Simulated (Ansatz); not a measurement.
# Reading a saddle point

A first-order saddle point of SiH4SOF2, closed shell, PBE0-D4/def2-TZVP, with one imaginary mode of 640i cm⁻¹:

```csv
atom,x (Å),y (Å),z (Å)
Si1,-0.1356,0.7973,-0.0585
S2,1.3849,-0.7548,1.0945
F3,-1.2381,1.4581,-1.0450
F4,1.1576,1.4679,-0.6974
H5,-0.6890,1.2440,1.2250
H6,0.3439,-1.3187,-0.2116
O7,-0.5116,-0.8132,-0.7125
H8,0.5021,-1.1464,2.0283
H9,-0.8142,-0.9343,-1.6226
```

Computed with Ansatz 0.2.0 (basis: def2-TZVPP and def2-QZVPP); correlated methods freeze the cores. Extrapolation: Hartree–Fock as exp(−7.88 √X), correlation as X^−2.97.

Question: Which contacts change along the imaginary mode, and what lies on either side? (A judgement: the text doesn't fix the answer.)

Answer: Computed: The step is SiH₂SF₂ ([F][SiH]([F])[SH]) + H₂O → SiH₂OF₂ ([OH][SiH]([F])[F]) + H₂S, with the molecules in contact on both sides. Shortening one way: Si1–O7, S2–H6; lengthening the same way: Si1–S2, H6–O7.
```csv
pair,one side (Å),saddle (Å),other side (Å)
Si1–O7,2.89,1.78,1.62
S2–H6,3.54,1.76,1.34
Si1–S2,2.10,2.46,3.82
H6–O7,0.96,1.11,2.48
```

Question: Which side is lower, and how far does the saddle lie above each? (An estimate is asked for; the value comes from the calculation.)

Answer: By the calculation: The side with Si1–O7, S2–H6 short is lower by 0.518 eV; the saddle lies 1.489 eV above it and 0.971 eV above the other (CCSD(T) at an estimated basis limit (MP2 extrapolated from triple and quadruple zeta, plus CCSD(T) − MP2 in triple zeta); electronic energies).

T1 diagnostic: at most 0.012.

Labels in which every atom is bracketed show which atoms are joined, not bond orders.

For scale, one of the runs: CCSD(T)/def2-TZVPP, 233 basis functions, launched by `ansatz run in.yaml --threads 4 --pin off --events-out ev --progress --plain --max-ram 9574MiB`. The run took 2.3 min on 4 CPU threads of an Arm Neoverse V1 (shared host), with 4.2 GiB of host memory at its peak.
